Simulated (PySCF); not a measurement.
## `CC[C@H](C)[Si@H](N)P`, C$_{4}$H$_{14}$NPSi

Cartesian coordinates in Å; atom numbers follow the order of the lines, from 1:
```xyz
21

C    -2.4687   -0.7849    0.6079
C    -1.0109   -0.7995    0.1610
C    -0.2704    0.5140    0.4269
C    -0.8067    1.6520   -0.4358
Si    1.6184    0.3014    0.1384
N     2.1170    0.1163   -1.5011
P     2.2580   -1.6211    1.1043
H    -3.0521   -0.0774    0.0236
H    -2.9114   -1.7708    0.4827
H    -2.5433   -0.5084    1.6579
H    -0.4943   -1.6064    0.6937
H    -0.9642   -1.0298   -0.9065
H    -0.4390    0.7834    1.4755
H    -0.7183    1.4021   -1.4914
H    -1.8536    1.8553   -0.2203
H    -0.2428    2.5643   -0.2558
H     2.3070    1.5116    0.6150
H     1.8130    0.7762   -2.1974
H     2.1957   -0.8062   -1.8975
H     3.5632   -1.2167    1.2911
H     1.8947   -1.2386    2.3819
```

Computed with PySCF, TDDFT PBE0/def2-SVPD circular dichroism and optical rotation, one conformer, gas phase. Geometry: GFN2-xTB.

The molecule is flexible and this is one conformer; a measurement averages over conformers. States above about 7.0 eV (minus the energy of the highest occupied orbital) lie near or above the ionisation threshold and depend on the basis.

Question: What are the CIP labels of the stereocentres?

Answer: C3 S, Si5 R.

Question: List the lowest 8 singlet excitations with oscillator and rotatory strengths.

Answer: Rotatory strengths R in 10⁻⁴⁰ esu² cm², velocity form and length form (origin at the centre of mass); f in length form.
```tsv
state	E (eV)	λ (nm)	f	R (velocity)	R (length)	main
1	6.02	206	0.008	-7.8	-7.2	HOMO→LUMO 0.89
2	6.45	192	0.017	-24.3	-24.3	HOMO−1→LUMO 0.55, HOMO→LUMO+1 0.13
3	6.65	186	0.015	+24.5	+24.5	HOMO→LUMO+1 0.62, HOMO−1→LUMO 0.18
4	6.78	183	0.040	+12.3	+12.1	HOMO→LUMO+2 0.79
5	6.91	180	0.024	-7.4	-8.2	HOMO−1→LUMO+1 0.58, HOMO→LUMO+1 0.20
6	6.98	178	0.055	-49.4	-48.6	HOMO→LUMO+4 0.54, HOMO−1→LUMO+2 0.23
7	7.10	175	0.143	+133.2	+127.5	HOMO−1→LUMO+2 0.53, HOMO→LUMO+4 0.25
8	7.15	174	0.030	-24.9	-24.1	HOMO→LUMO+3 0.81
```

Among the states computed, the strongest CD band (largest |R|) is state 7. The largest dissymmetry factor in size, g = 4R/(D+G), with D and G the electric and magnetic dipole strengths, is +0.015 for state 3 (velocity form, f = 0.016), among bands with |R| over 0.5. The mirror image has the same energies and oscillator strengths and all R with the opposite sign.
